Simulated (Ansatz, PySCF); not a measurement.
Reaction (SMILES): [SiH3]Br [bromosilane] → [SiH3] (SiH3) + Br atom (the Br-Si bond at the site shown breaks; other sites are not compared here)
Geometries: B3LYP-D3(BJ)/def2-TZVP minima from Ansatz (an electronic-structure program). Frequencies are from Ansatz or PySCF.

Property: bond dissociation energy (enthalpy at 298 K, with B3LYP-D3(BJ) rigid-rotor harmonic-oscillator terms), in eV. Cores are frozen in the correlated levels unless marked. UHF or UKS for open shells. Spin-orbit coupling is left out. The frozen core is the preceding noble-gas configuration, with the filled d and f shells of earlier blocks. Non-relativistic. CBS(X,Y): correlation extrapolated as X^-3; Hartree-Fock from the larger set.

| level | program | bond dissociation energy (eV) |
|---|---|---|
| PBE/def2-TZVPD | Ansatz | 4.05 |
| PBE0-D4/def2-TZVPD | Ansatz + dftd4 | 4.08 |

Q: Estimate the value at CCSD(T)/CBS(def2-TZVPPD,def2-QZVPPD) as computed with Ansatz.

A: 4.17 eV, so PBE0-D4/def2-TZVPD differs from it by -0.09 eV.
